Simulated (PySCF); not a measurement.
Lowest singlet excitation (eV) of eight silicon and germanium compounds: TDDFT-PBE beside TDDFT-CAM-B3LYP, computed with PySCF for isolated molecules in the bases named; differences from unrounded values. The eight are the first of their class met in an unordered collection, after screening for sound electronic states; none was chosen by its value. Each molecule has one DFT geometry for both levels.

```csv
molecule,basis,TDDFT-CAM-B3LYP
"difluoromethyl(fluoro)silane (CH₃F₃Si), SMILES [SiH2](C(F)F)F",def2-SVPD,7.29
"C4H7NSi, SMILES C(#C)C(=C)[SiH2]N",def2-SVPD,4.87
"C4H9NSi, SMILES CC#C[SiH2]CN",def2-SVPD,5.91
"Si(CCH)(Cl)2(OMe) (C₃H₄Cl₂OSi), SMILES CO[Si](Cl)(Cl)C#C",def2-SVPD,5.87
"C3H8OSi2, SMILES C(#CC[SiH3])[SiH2]O",def2-SVPD,5.71
"Si(F)3(Et) (C2H5F3Si), SMILES CC[Si](F)(F)F",def2-SVPD,8.79
"CH₈N₂O₂Si, SMILES CN[Si](O)(O)N",def2-SVPD,6.05
"C2H7NSi2, SMILES [SiH3][C@H]1N=C[SiH2]1",def2-SVPD,4.20
```

**Question.** Estimate the TDDFT-PBE values and say how TDDFT-PBE differs from TDDFT-CAM-B3LYP over the set. (Estimate from the structure and the level; the computed values follow.)

**Answer.** 
```csv
molecule,TDDFT-PBE,difference
"difluoromethyl(fluoro)silane (CH₃F₃Si), SMILES [SiH2](C(F)F)F",6.16,-1.13
"C4H7NSi, SMILES C(#C)C(=C)[SiH2]N",3.94,-0.92
"C4H9NSi, SMILES CC#C[SiH2]CN",4.68,-1.24
"Si(CCH)(Cl)2(OMe) (C₃H₄Cl₂OSi), SMILES CO[Si](Cl)(Cl)C#C",5.56,-0.30
"C3H8OSi2, SMILES C(#CC[SiH3])[SiH2]O",5.34,-0.38
"Si(F)3(Et) (C2H5F3Si), SMILES CC[Si](F)(F)F",7.75,-1.04
"CH₈N₂O₂Si, SMILES CN[Si](O)(O)N",4.79,-1.25
"C2H7NSi2, SMILES [SiH3][C@H]1N=C[SiH2]1",3.93,-0.26
```
TDDFT-PBE lies below TDDFT-CAM-B3LYP in 8 and above it in 0 of the eight; the mean signed difference is -0.81 and the largest -1.25 eV.
